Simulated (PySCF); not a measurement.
Species: methylcyclohexane, C₇H₁₄.
Structure used (PBE0-D3(BJ)/def2-SVP), in Å, numbered top down from 1:
```xyz
21
C7H14 angstrom
C      2.3747    0.1221    0.4481
C      0.9643    0.2446   -0.1083
C      0.2688   -1.1148   -0.1997
C     -1.1533   -1.0032   -0.7384
C     -1.9860   -0.0251    0.0835
C     -1.3083    1.3381    0.1713
C      0.1142    1.2202    0.7075
H      2.9908   -0.5575   -0.1614
H      2.3574   -0.2769    1.4761
H      2.8815    1.0994    0.4798
H      1.0339    0.6489   -1.1371
H      0.2432   -1.5659    0.8104
H      0.8652   -1.7993   -0.8263
H     -1.1169   -0.6552   -1.7868
H     -1.6333   -1.9952   -0.7595
H     -2.1168   -0.4301    1.1037
H     -2.9978    0.0734   -0.3425
H     -1.2790    1.7931   -0.8356
H     -1.8992    2.0228    0.8014
H      0.0818    0.8674    1.7558
H      0.5998    2.2103    0.7318
```

Level of theory: PySCF, PBE0-D3(BJ)/def2-SVP geometry optimisation, gas phase.

Masses are those of the commonest isotopes; rigid-rotor values at the optimised geometry. The values belong to one conformer with, in the numbering `[CH3:1][CH:2]1[CH2:3][CH2:4][CH2:5][CH2:6][CH2:7]1`, C1–C2–C3–C4 179°, C2–C3–C4–C5 -55°, C3–C4–C5–C6 55°, C4–C5–C6–C7 -55°.

Problem. Give the principal moments of inertia and the rotational constants in cm⁻¹.

Solution. Ia = 119.59, Ib = 230.31, Ic = 316.89 u·Å²; 505379 MHz·u·Å²/I gives 4226, 2194 and 1595 MHz, that is A = 0.14096, B = 0.07320, C = 0.05320 cm⁻¹.

Problem. What kind of rotor is it?

Solution. An asymmetric top; Ray's κ = -0.544.

Problem. What does the inertial defect say?

Solution. Not planar: Δ = Ic − Ia − Ib = -33.01 u·Å². For a rigid frame Δ = −2 Σ m c², so Σ m c² = 16.51 u·Å² lies off the ab plane: 12.47 from hydrogen and 4.03 from heavier atoms. The atom farthest from that plane is 1.43 Å away.

Problem. Give the other two planar moments, Paa and Pbb, and the rms extents of the mass along the axes.

Solution. Paa = Σ m a² = (Ib + Ic − Ia)/2 = 213.80 and Pbb = Σ m b² = (Ia + Ic − Ib)/2 = 103.09 u·Å². With the mass M = 98.11 u, the rms extents √(P/M) along a, b and c are 1.48, 1.03, 0.41 Å.

The dipole components are |μa| = 0.04 D, |μb| = 0.00 D, |μc| = 0.06 D.

Problem. Estimate the classical rotational partition function at 50 K, 298.15 K and 500 K.

Solution. Point group Cs, symmetry number σ = 1; q = (√π/σ)·√((kT/h)³/(ABC)), k/h = 20836.6 MHz/K: 15500 at 50 K, 226000 at 298.15 K, 490000 at 500 K.

No PBE0-D3(BJ)/def2-SVP frequencies stand behind this structure, so it isn't proved a minimum. These are rigid-rotor constants of the computed structure; measured ground-state constants (B0) also hold zero-point vibration. A rigid rotor knows nothing of internal rotation, which can split or shift real lines.
